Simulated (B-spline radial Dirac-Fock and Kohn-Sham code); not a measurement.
## Ce³⁺: non-radiative channels of the N2 vacancy

System: cerium as Ce³⁺, 1s2 2s2 2p6 3s2 3p6 3d10 4s2 4p6 4d10 4f1 5s2 5p6.

These are calculated numbers from an atomic code on a B-spline grid; the model is independent-particle radiative and Coulomb Auger rates from relativistic LDA hole-state orbitals, with Dirac-Fock energies. Kinetic energies are configuration averages from the vacuum level; the two-hole energies are estimated from single-hole states.

| transition | kinetic energy (eV) | width (meV) | share (%) |
| --- | --- | --- | --- |
| N2-N4O1 | 35.44 | 581 | 17.9 |
| N2-N5O1 | 38.72 | 89.4 | 2.8 |
| N2-N4O2 | 56.59 | 412 | 12.7 |
| N2-N5O2 | 59.71 | 383 | 11.8 |
| N2-N4O3 | 59.81 | 825 | 25.5 |
| N2-N5O3 | 63.15 | 96.0 | 3.0 |
| N2-N4N7 | 68.66 | 427 | 13.2 |
| N2-N4N6 | 69.15 | 202 | 6.2 |
| N2-N5N6 | 71.73 | 51.9 | 1.6 |
| N2-N5N7 | 72.57 | 13.6 | 0.4 |
| N2-O1O2 | 133.5 | 26.5 | 0.8 |
| N2-O2O2 | 152.1 | 16.2 | 0.5 |
| N2-O2O3 | 156.1 | 48.7 | 1.5 |
| N2-N6O2 | 168.9 | 16.0 | 0.5 |
| N2-N7O2 | 169.1 | 26.7 | 0.8 |

Coster-Kronig rates are the weakest part of this model and often come out 1.5 to 2.5 times too large. The listed channels hold 99 % of the non-radiative rate. Summed by principal shells, of 3.24 eV in all: NNO 75.5 %, NNN 21.4 %, NOO 3.1 %.
